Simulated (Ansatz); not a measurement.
Pulling on the C3–H4 bond in CH4Si (SMILES C[SiH]) (multiplicity 1 held, fragments rigid). Energies count from the point at 1.090 Å.
Geometry at that point (charge 0, multiplicity 1):
```json
[
 {"atom": "Si", "x (Å)": "-0.4428", "y (Å)": "-0.3373", "z (Å)": "0.5178"},
 {"atom": "H", "x (Å)": "-1.4299", "y (Å)": "-0.7004", "z (Å)": "-0.5909"},
 {"atom": "C", "x (Å)": "0.7708", "y (Å)": "0.5441", "z (Å)": "-0.6507"},
 {"atom": "H", "x (Å)": "1.6471", "y (Å)": "0.9486", "z (Å)": "-0.1444"},
 {"atom": "H", "x (Å)": "0.2562", "y (Å)": "1.3587", "z (Å)": "-1.1749"},
 {"atom": "H", "x (Å)": "1.1017", "y (Å)": "-0.1488", "z (Å)": "-1.4339"}
]
```

R- and RO- levels are restricted; in cc, def2 and unpolarised 6-31G sets they are followed outwards from rest. Active spaces are followed from a long bond inwards. Levels need not reach the same state.

Correlated levels freeze the cores.

Codes used: Ansatz (Gaussian basis) for Hartree–Fock, density functionals and correlated methods. Each number belongs to the level named beside it.

Energies in kcal/mol.

| R (Å) | R-HF/cc-pV(D+d)Z | R-CCSDT/cc-pV(D+d)Z | R-CCSDT(Q)/cc-pV(D+d)Z | FIC-MRCISD+Q on CASSCF(2,2)/cc-pV(D+d)Z |
|---|---|---|---|---|
| 0.872 | 31.5 | 34.0 | 34.0 | 33.9 |
| 0.981 | 6.4 | 7.6 | 7.6 | 7.5 |
| 1.090 | 0.0 | 0.0 | 0.0 | 0.0 |
| 1.199 | 3.9 | 2.7 | 2.7 | 2.7 |
| 1.308 | 13.2 | 10.8 | 10.8 | 10.8 |
| 1.471 | 31.6 | 27.0 | 27.0 | 27.1 |
| 1.635 | 51.4 | 44.0 | 44.0 | 44.1 |
| 1.907 | 82.3 | 68.8 | 68.7 | 68.7 |
| 2.180 | 109.0 | 86.7 | 86.5 | 86.5 |
| 2.507 | 135.1 | 99.8 | 99.3 | 99.3 |
| 2.943 | 162.0 | 107.6 | 106.7 | 106.9 |
| 3.488 | 186.0 | 110.5 | 109.1 | 109.6 |

Doubts at one or more of the structures used: a restricted determinant that unrestricted orbitals would lower (R-HF/cc-pV(D+d)Z, R-CCSDT/cc-pV(D+d)Z, R-CCSDT(Q)/cc-pV(D+d)Z); other coupled-cluster roots lie near (R-CCSDT/cc-pV(D+d)Z, R-CCSDT(Q)/cc-pV(D+d)Z); T1 above 0.05 (R-CCSDT/cc-pV(D+d)Z, R-CCSDT(Q)/cc-pV(D+d)Z).

Ansatz is a first-principles code.
